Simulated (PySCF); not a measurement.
What does the PBE0-D3(BJ)/def2-SVP structure of `O1BOBOB1N` look like in three dimensions?

Z-matrix in Å and degrees, rows numbered from 1:
```
N 
B   1  1.3941
O   2  1.3886  1  120.63
B   3  1.3616  2  120.26  1   178.86
O   4  1.3733  3  120.00  2     0.40
B   5  1.3737  4  120.44  3     0.35
O   6  1.3611  5  119.91  4    -0.42
H   1  1.0095  2  122.08  3  -179.50
H   1  1.0093  2  122.34  3    -0.57
H   4  1.2038  3  120.27  2  -179.56
H   6  1.2041  5  119.86  4   179.65
```

The 6-membered ring B2–O3–B4–O5–B6–O7 has internal angles of 119.0° to 120.4°; it is planar, 0.00 Å rms from its mean plane, widest ring torsion 1°. B4 (three-coordinate boron) is planar (angles 120.3°, 120.0° and 119.7°, sum 360.0°, 0.00 Å off the plane of its three neighbours). O5 (boron-bound oxygen) is bent (angle 120.4°). The 7 heavy atoms lie in one plane (0.007 Å rms).

Computed with PySCF, PBE0-D3(BJ)/def2-SVP geometry optimisation, gas phase.

Point group: C2v (tolerance 0.08 Å). No PBE0-D3(BJ)/def2-SVP frequencies stand behind this structure, so it isn't proved a minimum.
